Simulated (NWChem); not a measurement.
Ionisation of CBr

```xyz
2

C      0.0000     0.0000     1.5506
Br     0.0000     0.0000    -0.2658
```
Charge 0, spin multiplicity 2.

Program: NWChem. Structure: optimised with UPBE0/def2-SVP, a minimum by its harmonic frequencies.

Basis set: def2-TZVPD. −ε marks an orbital energy of the parent.

The Hamiltonian is non-relativistic. B3LYP has NWChem's definition, with VWN1-RPA local correlation. This spin state was chosen for the runs; another may lie lower. The structure started from a generated list of species. The unpaired electrons of the parent sit in orbitals of symmetry b1 (C2v labels of the run); other states weren't searched. No SCF solution was tested for a lower state. Open-shell Hartree-Fock references start from PBE0 orbitals.

Task: One of these methods gave a first vertical ionisation energy of 6.50 eV. Which?
A. −ε(alpha HOMO) of B3LYP
B. −ε(alpha HOMO) of HF
C. −ε(alpha HOMO) of PBE
D. −ε(alpha HOMO) of PBE0

Result: D, −ε(alpha HOMO) of PBE0. The others give 6.22 (−ε(alpha HOMO) of B3LYP), 4.96 (−ε(alpha HOMO) of PBE), 10.29 (−ε(alpha HOMO) of HF).
